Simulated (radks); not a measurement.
All-electron atom: Gd+ in [Xe] 4f7 5d1 6s1.

Method: scalar-relativistic Kohn-Sham, PBE, spin-polarised, spherical densities, point nucleus; open shells are filled with parallel spins first (spin-orbit coupling, left out, can overturn this in heavy ions); computed with a radial shooting solver on a logarithmic mesh with Libxc functionals.

Energy parts (hartree):
| part | energy |
|---|---|
| total | -11271.2598 |
| kinetic | 12104.1485 |
| electron-nucleus | -27482.6841 |
| Hartree | 4356.0886 |
| exchange-correlation | -248.8127 |

Orbitals (lengths in bohr, moments of r in powers of bohr; <r^-3> diverges for s and p1/2):
orbital  occ.  eigenvalue (hartree)  <r^-3>      <r^4>   <1/r>
1s up       1             -1841.516       -  1.140e-06   71.67
1s down     1             -1841.515       -  1.140e-06   71.67
2s up       1             -304.2161       -  0.0001815   16.62
2s down     1             -304.2131       -  0.0001814   16.62
2p up       3             -270.7216   11430  0.0001356   15.52
2p down     3             -270.7193   11430  0.0001356   15.52
3s up       1             -67.63294       -   0.007036   6.097
3s down     1             -67.53631       -   0.007009   6.104
3p up       3             -57.25831    2394   0.007383   5.731
3p down     3             -57.16205    2400   0.007348   5.737
3d up       5             -43.56026   322.9   0.005901   5.437
3d down     5             -43.48603   323.7   0.005860   5.444
4s up       1             -13.87616       -     0.1729   2.570
4s down     1             -13.64970       -     0.1730   2.569
4p up       3             -10.45709   534.9     0.2267   2.363
4p down     3             -10.23220   533.9     0.2272   2.361
4d up       5              -5.72904   60.37     0.3573   2.082
4d down     5              -5.50601   60.14     0.3617   2.079
5s up       1              -2.10300       -      5.802   1.001
5s down     1              -1.97377       -      6.148  0.9831
5p up       3              -1.26851   74.37      11.59  0.8442
5p down     3              -1.16404   70.01      12.45  0.8261
4f up       7              -0.61632   8.177      2.507   1.533
4f down     0              -0.41443   7.814      3.631   1.491
6s up       1              -0.36004       -      313.7  0.3502
5d up       1              -0.33185   3.465      106.2  0.5171
5d down     0              -0.26188   3.167      116.7  0.5024

The highest occupied level is 5d up at -9.030 eV. The configuration is held as typed, so some empty levels lie below it. The density falls to 0.001 e/bohr^3 at r = 4.55 bohr. For comparison, the ionisation energy in NIST's Atomic Spectra Database is 12.08 eV (semi-empirical). In exact Kohn-Sham theory the highest level is minus the ionisation energy, but local and semilocal functionals leave it too shallow, through self-interaction and a potential that decays too fast; potentials with the right tail come closer. Spin moment in Bohr magnetons: 9. Summed over all electrons, <r^2> = 58.28 bohr^2, which gives a Langevin (diamagnetic) susceptibility term of -46.2 x 10^-6 cm^3/mol.
